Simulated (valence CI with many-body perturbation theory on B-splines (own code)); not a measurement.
# Te³¹⁺: calculated level list

Calculated by configuration interaction combined with many-body perturbation theory (CI+MBPT): three valence electrons over a frozen Dirac-Fock core [Ar], a basis of 9 s, 9 p, 10 d, 8 f, 5 g, 3 h, 1 i functions for each j, with the one-electron correlation potential Σ1, the two-electron term Σ2, the three-electron term Σ3, Breit, model QED; selected CI, second order for the rest (own B-spline code, finite nucleus).

The last digits are not significant, and no measured levels were compared; by estimate large intervals hold to a few tenths of a per cent, small ones and those within an open d or f shell to about a per cent. Only levels of the ground parity were solved; by the run's estimate the other parity begins above the list, which can be wrong where configurations are misplaced.

Levels 1 to 19 of 19, with energies above the lowest level, (3d3/2^3) J=3/2. "Leading %" is the weight of the configuration and term that name the level; weights of strongly mixed levels are sums over their largest components and can fall short. In the jj column 3d3/2^4 stands for four electrons in 3d with j = 3/2. Lifetimes count E1, E2, E3, M1 and M2 decay at the calculated energies, and are blank where another channel may lead or the interval is too uncertain; long ones can be off by a factor of two.

| No. | Configuration | Term | J | E (cm⁻¹) | Leading % | Lifetime | g | Second component | Leading jj |
| --- | --- | --- | --- | --- | --- | --- | --- | --- | --- |
| 1 | 3d3 | 4F | 3/2 | 0 | 69 |  | 0.561 | 24 % 3d3 2D | 3d3/2^3 (86 %) |
| 2 | 3d3 | 4F | 5/2 | 70245 | 91 | 88.7 μs | 1.039 | 8 % 3d3 2D | 3d3/2^2 3d5/2 (95 %) |
| 3 | 3d3 | 4F | 7/2 | 108790 | 67 | 644 μs | 1.132 | 27 % 3d3 2G | 3d3/2^2 3d5/2 (75 %) |
| 4 | 3d3 | 4P | 3/2 | 113780 | 43 | 76.8 μs | 1.302 | 32 % 3d3 2P | 3d3/2^2 3d5/2 (89 %) |
| 5 | 3d3 | 2G | 9/2 | 123350 | 42 | 24.9 ms | 1.127 | 32 % 3d3 4F | 3d3/2^2 3d5/2 (87 %) |
| 6 | 3d3 | 4P | 1/2 | 133650 | 66 | 241 μs | 1.985 | 34 % 3d3 2P | 3d3/2^2 3d5/2 (98 %) |
| 7 | 3d3 | 2G | 7/2 | 195500 | 65 | 32.7 μs | 1.004 | 32 % 3d3 4F | 3d3/2 3d5/2^2 (83 %) |
| 8 | 3d3 | 4P | 5/2 | 202770 | 80 | 114 μs | 1.499 | 14 % 3d3 2D | 3d3/2^2 3d5/2 (50 %) |
| 9 | 3d3 | 2H | 9/2 | 206950 | 50 | 55.7 μs | 1.114 | 49 % 3d3 4F | 3d3/2 3d5/2^2 (77 %) |
| 10 | 3d3 | 2D | 3/2 | 233810 | 43 | 19.4 μs | 1.162 | 42 % 3d3 4P | 3d3/2 3d5/2^2 (97 %) |
| 11 | 3d3 | 2P | 1/2 | 246210 | 66 | 36.6 μs | 1.342 | 34 % 3d3 4P | 3d3/2 3d5/2^2 (98 %) |
| 12 | 3d3 | 2H | 11/2 | 258710 | 100 | 117 μs | 1.086 |  | 3d3/2 3d5/2^2 (100 %) |
| 13 | 3d3 | 2D | 5/2 | 277400 | 92 | 47.8 μs | 1.191 | 6 % 3d3 4F | 3d3/2 3d5/2^2 (67 %) |
| 14 | 3d3 | 2F | 5/2 | 297730 | 76 | 58.2 μs | 0.982 | 12 % 3d3 2D | 3d3/2 3d5/2^2 (71 %) |
| 15 | 3d3 | 2F | 7/2 | 310550 | 91 | 66.5 μs | 1.119 | 8 % 3d3 2G | 3d3/2 3d5/2^2 (92 %) |
| 16 | 3d3 | 2G | 9/2 | 321240 | 57 | 22.7 μs | 1.098 | 24 % 3d3 2H | 3d5/2^3 (88 %) |
| 17 | 3d3 | 2P | 3/2 | 342550 | 56 | 21.5 μs | 1.187 | 30 % 3d3 2D | 3d5/2^3 (70 %) |
| 18 | 3d3 | 2D | 3/2 | 438640 | 95 | 20.2 μs | 0.829 |  | 3d3/2 3d5/2^2 (70 %) |
| 19 | 3d3 | 2D | 5/2 | 458300 | 74 | 11.3 μs | 1.151 | 19 % 3d3 2F | 3d5/2^3 (79 %) |

The ionisation energy to 3d2 3F_2 of the next ion comes out as 1889.2 eV (NIST: 1889 ± 4 eV (theoretical)). All 19 levels together are meant to be complete up to 476620 cm⁻¹.
